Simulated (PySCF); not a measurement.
PySCF input file for Te(Cl)(OH) (ClHOTe), SMILES O[Te]Cl, B3LYP-D3(BJ)/def2-TZVP. Coordinates come from a B3LYP-D3(BJ)/def2-TZVP optimisation. The def2 effective core potentials stand for the cores of Te; spin–orbit coupling is left out. The values are those of a single conformer.

```python
import numpy as np
from pyscf import gto, scf, dft, df
from pyscf.hessian import thermo

mol = gto.M(
    atom='''
    Te    0.04891731   -0.24485238    0.46867017
    Cl    0.17885896    1.60335957   -0.99756684
    O    -0.51403821   -1.61869696   -0.81089378
    H    -1.47199712   -1.57521291   -0.92506222
    ''',
    basis='def2-TZVP',
    ecp={'Te': 'def2-tzvp'},
    charge=0,
    spin=0,
    max_memory=1600,
    verbose=3,
)
mf = dft.RKS(mol, xc='b3lyp').density_fit(auxbasis='def2-universal-jkfit')
mf.disp = 'd3bj'
mf.grids.level = 3
mf.conv_tol = 1e-11
mf.max_cycle = 100
mf.kernel()

# [left out here: the lines that compute and print the analytic Hessian (its translational invariance restored by hand, since the grid's response is missing), thermochemistry and intensities]
```

Output:

```
converged SCF energy = -804.222456347023

WARN: DFTD3 does not support analytical Hessian, using finite difference


WARN: Mole.unit (angstrom) is changed to Bohr

Mode                                 0                   1                   2
Irrep
Freq [cm^-1]                      167.4069            353.3108            434.7247
Reduced mass [au]                   9.3834             30.0197              1.1188
Force const [Dyne/A]                0.1549              2.2079              0.1246
Char temp [K]                     240.8613            508.3355            625.4721
Normal mode                   x     y     z       x     y     z       x     y     z
       0  Te                 0.01 -0.00  0.03   -0.00 -0.03  0.03    0.00  0.00 -0.00
       1  Cl                -0.03 -0.07 -0.04    0.01  0.11 -0.09   -0.01 -0.01  0.01
       2   O                 0.01  0.14 -0.13    0.00  0.01  0.00   -0.01 -0.05  0.06
       3   H                 0.01  0.19 -0.16    0.01  0.07 -0.07    0.11  0.61 -0.71
Mode                                 3                   4                   5
Irrep
Freq [cm^-1]                      616.6213           1010.4839           3784.0216
Reduced mass [au]                  13.6560              1.0658              1.0678
Force const [Dyne/A]                3.0592              0.6412              9.0082
Char temp [K]                     887.1808           1453.8614           5444.3646
Normal mode                   x     y     z       x     y     z       x     y     z
       0  Te                -0.01 -0.02 -0.02   -0.00 -0.00 -0.00    0.00  0.00  0.00
       1  Cl                -0.00 -0.00  0.00    0.00  0.00  0.00   -0.00  0.00 -0.00
       2   O                 0.07  0.16  0.15    0.04 -0.04 -0.02   -0.06  0.00 -0.01
       3   H                 0.08  0.07  0.08   -0.01  0.74  0.62    0.96 -0.04  0.11
temperature 298.1500 [K]
pressure 101325.00 [Pa]
Rotational constants [GHz] 9.30809 2.94635 2.25311
Symmetry number 1
Zero-point energy (ZPE) 0.01450 [Eh]   38080.541 [J/mol]
                           tot       elec      trans        rot        vib
Entropy [J/mol/K]       303.331      0.000    173.515    109.019     20.798
Cv [J/mol/K]             50.918      0.000     12.472     12.472     25.975
Cp [J/mol/K]             59.233      0.000     20.786     12.472     25.975
Internal energy [J/mol]                      3718.434   3718.434  41847.448
Internal energy [Eh]   -804.20368  -804.22246
Enthalpy [J/mol]                             6197.391   3718.434  41847.448
Enthalpy [Eh]          -804.20274
Gibbs free energy [J/mol]                  -45536.022 -28785.502  35646.638
Gibbs free energy [Eh] -804.23719
mode   freq/cm-1   IR/(km/mol)
   1      167.41         1.087
   2      353.31        27.557
   3      434.72       115.621
   4      616.62        66.896
   5     1010.48        52.214
   6     3784.02       104.591
max |gradient| / (hartree/bohr): 7.800147545163049e-05
APT charges: [ 0.8137 -0.4473 -0.6241  0.2578]
```

The calculation finished and met its thresholds.

Cost: about 90 core-seconds (a rough figure).
